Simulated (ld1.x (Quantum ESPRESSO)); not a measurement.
An all-electron radial function and its pseudo partner (Mg)

Columns: radius, all-electron u(r) and pseudo u(r) of the 2p shell (level -50.87 eV) of magnesium in the configuration [He] 2s2 2p6 3s1.5 3p0; PBE, scalar-relativistic, ultrasoft scheme, ld1.x (Quantum ESPRESSO) 7.5.

| r (bohr) | all-electron | pseudo |
| --- | --- | --- |
| 0.075 | 0.1943 | 0.0264 |
| 0.150 | 0.5180 | 0.1023 |
| 0.225 | 0.7977 | 0.2179 |
| 0.300 | 0.9921 | 0.3589 |
| 0.375 | 1.1041 | 0.5081 |
| 0.450 | 1.1489 | 0.6485 |
| 0.525 | 1.1447 | 0.7650 |
| 0.600 | 1.1073 | 0.8474 |
| 0.675 | 1.0490 | 0.8903 |
| 0.750 | 0.9787 | 0.8947 |
| 0.825 | 0.9027 | 0.8661 |
| 0.900 | 0.8252 | 0.8135 |
| 0.975 | 0.7491 | 0.7471 |
| 1.050 | 0.6763 | 0.6763 |
| 1.125 | 0.6077 | 0.6078 |
| 1.200 | 0.5442 | 0.5442 |
| 1.275 | 0.4857 | 0.4857 |
| 1.350 | 0.4324 | 0.4324 |
| 1.425 | 0.3841 | 0.3841 |
| 1.500 | 0.3406 | 0.3406 |
| 1.575 | 0.3014 | 0.3014 |
| 1.650 | 0.2664 | 0.2664 |
| 1.725 | 0.2351 | 0.2351 |
| 1.800 | 0.2073 | 0.2073 |
| 1.875 | 0.1826 | 0.1826 |
| 1.950 | 0.1608 | 0.1608 |

Q: How many radial nodes do the two functions have?

A: The all-electron 2p function has n − l − 1 = 0; the pseudo-wave has 0.

Q: At about which radius was the pseudo-wave matched?

A: 1.15 bohr. The columns agree to 0.0005 from 1.05 bohr on; several derivatives are matched, so the curves merge somewhat inside the radius.

Q: Where does each function peak?

A: Outermost all-electron maximum near 0.45 bohr, pseudo maximum near 0.75 bohr (to the table’s step).

Q: Is the pseudo-wave norm-conserving?

A: No, it belongs to an ultrasoft set: the norm inside the radius is not constrained, and the difference is carried by the augmentation charge.
